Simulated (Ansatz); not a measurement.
Reaction (redistribution): `C=C[SiH2]N[SiH2]O` + `CO[SiH2]N` → `CO[SiH2]N[SiH2]O` + `C=C[SiH2]N`

Computed with Ansatz on PBE0-D4/def2-TZVP structures; ΔE is electronic, products minus reactants. CBS: MP2 limit from def2 TZ/QZ plus the TZ coupled-cluster correction, frozen cores. This one scheme is used for every species. Functionals use def2-TZVPP. Each species was taken in one conformer, which may not be the lowest.

Task: Is it downhill or uphill in electronic energy at CCSD(T)/CBS, and by how much? (Best estimate.)

Result: Ansatz gave: Uphill: ΔE = +3.0 kJ/mol.

Task: What do these levels give: r2SCAN-D4, B2PLYP, r2SCAN, CCSD/def2-TZVPP, HF/CBS(def2), MP2/CBS(def2)? (An estimate is asked.)

Result: Ansatz gave: r2SCAN-D4 1.3, B2PLYP 3.2, r2SCAN 1.4, CCSD/def2-TZVPP 2.4, HF/CBS(def2) 4.7, MP2/CBS(def2) 4.3 kJ/mol.

Largest T1 diagnostic among the species: 0.011.
